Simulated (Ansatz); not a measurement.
`[CH3][AlH][S]C` → `C[S][AlH2]` + `[CH2]` (triplet) at 298.15 K and 1 bar (formal loss of a carbene).

Computed with Ansatz on PBE0-D4/def2-TZVP structures; ΔE is electronic, products minus reactants. CCSD(T)/CBS adds triple-zeta CCSD(T) − MP2 to the extrapolated MP2 energy (def2 sets, frozen cores). This one scheme is used for every species. Triplets are unrestricted, without spin–orbit coupling. One conformer a species, not always the lowest.

```
          species  CCSD(T)/CBS energy (Eh)  H − E (kJ/mol)  S (J/(mol·K))
 `[CH3][AlH][S]C`               -720.14936           236.7          362.2
     `C[S][AlH2]`               -680.87163           155.2          309.9
`[CH2]` (triplet)                -39.09499            55.4          195.3
```

H − E and S are ideal-gas, rigid-rotor, harmonic terms from PBE0-D4/def2-TZVP, for one conformer and one mirror image of each species, with the whole ground term of open shells counted as degenerate. 1 Eh = 2625.50 kJ/mol, R = 8.31446 J/(mol·K).

Question: By hand: ΔE, ΔH, ΔS and ΔG.

Answer: ΔE = (-680.87163) + (-39.09499) − (-720.14936) = 0.18274 Eh = 479.8 kJ/mol. Δ(H − E) = 155.2 + 55.4 − 236.7 = -26.1, so ΔH = 453.7 kJ/mol. ΔS = 309.9 + 195.3 − 362.2 = 143.0 J/(mol·K). ΔG = 453.7 − 298.15 × (143.0)/1000 = 411.1 kJ/mol.

Question: By hand: the equilibrium constant, and the temperature at which ΔG would vanish if ΔH and ΔS stayed fixed.

Answer: log₁₀ K = −ΔG/(RT ln 10) = -72.0. ΔG = 0 at ΔH/ΔS = 3173 K, far beyond where these terms or the molecules hold.

The number of gas molecules changes by +1, which sets the sign of ΔS. A doubt of 5 kJ/mol in ΔE shifts log₁₀ K by 0.9 here. Other conformers and mirror images would add mixing entropy, several J/(mol·K) or more a flexible species. Modes under 60 cm⁻¹, often nearly free rotors, make the harmonic entropy too high. A triplet takes part, so the spin changes. These are equilibria of isolated gas molecules and say nothing of rates. Largest T1 diagnostic: 0.011 (customary marks: 0.02 for closed shells, 0.045 for open ones).
